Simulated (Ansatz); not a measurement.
Calculated with Ansatz (gas phase, PBE0-D4/def2-TZVP geometries, no zero-point term in ΔE). CCSD(T)/CBS adds triple-zeta CCSD(T) − MP2 to the extrapolated MP2 energy (def2 sets, frozen cores). DFT in def2-TZVPP. Elements past krypton have def2 core potentials. For Br, I outer-core shells are correlated without core-valence functions, which leaves a few kJ/mol of doubt a bond. Scalar relativity is left out up to krypton. One conformer a species, not always the lowest.

Reaction (ligand exchange at the Si–Br bond): `[SiH3]C[SiH2]Br` + HI → `[SiH3]C[SiH2]I` + HBr

```csv
level,ΔE (kJ/mol),difference from CCSD(T)/CBS
PBE-D4,6.0,-0.5
ωB97X-V,9.9,3.4
ωB97M-V,10.3,3.8
PBE,7.2,0.7
PBE0,7.7,1.2
MP2/def2-TZVPP,6.0,-0.5
CCSD/def2-TZVPP,10.8,4.3
HF/def2-QZVPP,13.3,6.8
MP2/def2-QZVPP,4.0,-2.5
MP2/CBS(def2),2.8,-3.7
CCSD(T)/CBS,6.5,0
```

Largest T1 diagnostic among the species: 0.009.

In def2-TZVPP, CCSD(T) changes the Hartree–Fock value by −4.1 kJ/mol (the triples alone add −1.2 kJ/mol) and MP2 by −7.7 kJ/mol.
